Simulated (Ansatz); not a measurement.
A nudged elastic band was laid between two geometries of BFH₃In (6 atoms, charge 0, multiplicity 1).

Level of theory: RHF/def2-SVP in Ansatz 0.2.0.

- movable images: 9
- climbing image: yes
- spring: 5.0 eV/Å²
- optimiser: quadratic models (default)
- start path: through a guess of the saddle point
- force threshold: 0.03 eV/Å
- iteration limit: 60
- end points: relaxed

Image 0:

```xyz
6
Properties=species:S:1:pos:R:3
B -0.931 0.285 -0.836
In 0.713 -0.045 0.730
F 1.502 -1.845 0.632
H -2.076 0.023 -0.599
H -0.675 0.718 -1.924
H 1.466 0.864 1.997
```

Image 10:

```xyz
6
Properties=species:S:1:pos:R:3
B -0.398 0.113 -0.363
In 1.612 -0.351 1.526
F 0.403 -1.156 -0.177
H -1.560 -0.096 -0.099
H -0.143 0.601 -1.440
H 0.086 0.889 0.552
```

Task: Which bonds break or form, and what moves?

Result: Bonds formed: B1–F3, B1–H6.

Task: What energy profile does the band end with?

Result: The run converged. The highest image is number 2 of 0 to 10, 24.0 kcal/mol above the first end and 71.2 kcal/mol above the last; the last end lies 47.2 kcal/mol below the first. Beside the main top the profile has a ripple of under 15 meV (maxima at images 2, 6), which may be a very shallow well or noise. Neighbouring images differ by up to 2.1 eV, so the band resolves the path poorly. A vibrational analysis at the climbing image gives one clearly imaginary mode, 582i cm⁻¹: a first-order saddle point.

| image | path coordinate (Å) | energy (kcal/mol) | B1–F3 (Å) | B1–H6 (Å) |
| --- | --- | --- | --- | --- |
| 0 | 0.00 | 0.0 | 3.55 | 3.76 |
| 1 | 1.07 | 8.9 | 3.99 | 3.09 |
| 2 | 2.13 | 24.0 | 4.09 | 2.13 |
| 3 | 3.36 | -24.6 | 4.64 | 1.21 |
| 4 | 4.59 | -26.4 | 5.63 | 1.20 |
| 5 | 5.81 | -26.1 | 6.30 | 1.20 |
| 6 | 7.04 | -26.1 | 5.77 | 1.20 |
| 7 | 8.27 | -26.9 | 4.42 | 1.20 |
| 8 | 9.50 | -30.2 | 3.13 | 1.20 |
| 9 | 10.72 | -40.1 | 1.80 | 1.22 |
| 10 | 11.95 | -47.2 | 1.51 | 1.29 |

Task: What is the geometry of the highest image?

Result: 
```xyz
6
Properties=species:S:1:pos:R:3:forces:R:3
B -0.824 0.347 -0.692 0.00 0.00 0.00
In 0.695 -0.826 0.305 0.00 0.00 0.00
F 2.023 -1.963 1.119 0.00 0.00 0.00
H -1.884 0.400 -0.147 0.00 0.00 0.00
H -0.433 1.114 -1.517 0.00 0.00 0.00
H 0.424 0.928 0.932 0.00 0.00 0.00
```

The run took 5 min on 1 thread of Arm Neoverse V1, on a shared host, peak memory 0.14 GiB.
